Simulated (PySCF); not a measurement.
A structure optimised at PBE0-D3(BJ)/def2-SVP, used in a PySCF frequency run:

```
C
H 1 1.0996
H 1 1.1024 2 107.88
C 1 1.5240 2 113.15 3 122.48
H 4 1.1026 1 113.08 2 -86.24
H 4 1.1080 5 107.47 1 -122.62
O 4 1.4126 5 109.34 6 -119.32
C 7 1.4126 4 110.50 5 -134.70
H 8 1.1026 7 109.34 4 -134.70
H 8 1.1080 9 107.47 7 119.32
C 8 1.5240 9 113.08 10 122.62
H 11 1.0996 8 113.15 9 -86.24
H 11 1.1024 12 107.88 8 -122.48
```

Write its SMILES, formula and point group.

C1CCOC1, C4H8O, C2

What are its rotational constants (standard atomic weights)?

7.1660, 7.0729, 4.0573 GHz
